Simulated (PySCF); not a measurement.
Spin states of HgPb⁺

Unrestricted PBE0; PySCF, scalar-relativistic core potentials, basis sets Hg def2-SVP with ECP60, Pb def2-SVP with ECP60. Outer shells of the fragments: Hg 5d10 6s2; Pb+ 5d10 6s2 6p1.

Followed along the bond (rough minima from three points):

```csv
2Ms+1,unpaired,⟨S²⟩ at the start,R at minimum (Å),Te (eV)
2,π ↑,0.75,3.03,0.00
2,σ ↑,0.76,3.64,0.63
4,"σ ↑, π ↑↑",3.75,2.94,3.70
```

Solutions found at the starting distance of 2.870 Å, counted from the lowest of them; the search is not exhaustive and high or unbound solutions are not listed, so other states can lie among these:

| 2Ms+1 | unpaired | term | E (eV) | ⟨S²⟩ | ⟨Lz²⟩ | μ (D) |
| --- | --- | --- | --- | --- | --- | --- |
| 2 | π ↑ | ²Π | 0.00 | 0.75 | 1.00 | 1.63 |
| 2 | σ ↑ | ²Σ⁺ | 0.96 | 0.76 | 0.00 | 4.19 |
| 4 | σ ↑, π ↑↑ | ⁴Σ⁻ | 3.67 | 3.75 | 0.00 | -2.61 |
| 4 | σ ↑↑, π ↑ | ⁴Π | 3.67 | 3.75 | 1.00 | -0.41 |
| 2 | σ ↓, π ↑↑ | mixed | 3.96 | 1.75 | 0.00 | -3.08 |
| 2 | σ ↑, π ↑↓ | mixed | 4.09 | 1.76 | 2.01 | -2.63 |
| 4 | σ ↑, π ↑↑ | mixed | 6.67 | 3.76 | 2.02 | 3.90 |
| 4 | π ↑↑, δ ↑ | ⁴Δ | 8.98 | 3.75 | 4.00 | -2.19 |
| 4 | π ↑↑↑ | ⁴Π | 9.14 | 3.75 | 1.01 | -2.43 |

A term symbol is given only where ⟨S²⟩ and ⟨Lz²⟩ are close to those of a pure state; real π, δ and φ orbitals otherwise mix terms. A positive dipole points towards Pb; it is taken about the centre of mass and depends on that origin.

Compare the gap between the two lowest followed solutions at the starting distance with the gap between their minima.

At PBE0 the second solution (doublet, unpaired electrons σ ↑) lies +0.96 eV from the first (doublet, unpaired electrons π ↑) at 2.870 Å and +0.63 eV at the minima; the two curves relax by different amounts, since their minima lie near 3.64 and 3.03 Å.

Spin–orbit coupling is left out, which matters for elements this heavy, above all for dissociation energies. Counting both spins, an empty level lies below a filled one in some of these solutions, because spin and occupation are held.
